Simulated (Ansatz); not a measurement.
`BN(B)[SiH2]F`. Total charge 0; spin multiplicity 1.

```csv
atom,x (Å),y (Å),z (Å)
B1,-0.3383,0.1549,1.5445
N2,-0.0322,0.2421,0.1498
B3,-0.1544,1.4829,-0.5517
Si4,0.4193,-1.2029,-0.7247
F5,-0.8993,-1.9113,-1.2765
H6,-0.6602,1.1411,2.1354
H7,-0.2661,-0.9064,2.0951
H8,0.0680,1.5152,-1.7282
H9,-0.4759,2.4641,0.0475
H10,1.2528,-0.8337,-1.8864
H11,1.0863,-2.1460,0.1953
```

List the harmonic frequencies (cm⁻¹, unscaled) at PBE0-D4/def2-TZVP in Ansatz. (An estimate is asked.)

Ansatz gave: 25, 170, 274, 282, 344, 401, 406, 669, 684, 749, 878, 930, 933, 957, 967, 1036, 1045, 1176, 1216, 1316, 1355, 2273, 2283, 2573, 2588, 2670, 2680.

Is this a minimum?

Yes, all 27 modes are real.

Give the ideal-gas thermochemistry at 298.15 K and 1 bar (rigid rotor, harmonic oscillator; point group Cs, symmetry number 1).

Zero-point energy 184.7 kJ/mol; H(298) − E = 205.3 kJ/mol; entropy 344.5 J/(mol·K), of which translation 164.8, rotation 110.1, vibration 69.6; G(298) − E = 102.6 kJ/mol. Modes under 100 cm⁻¹ are hindered rotations or soft bends, so the harmonic entropy is rough.
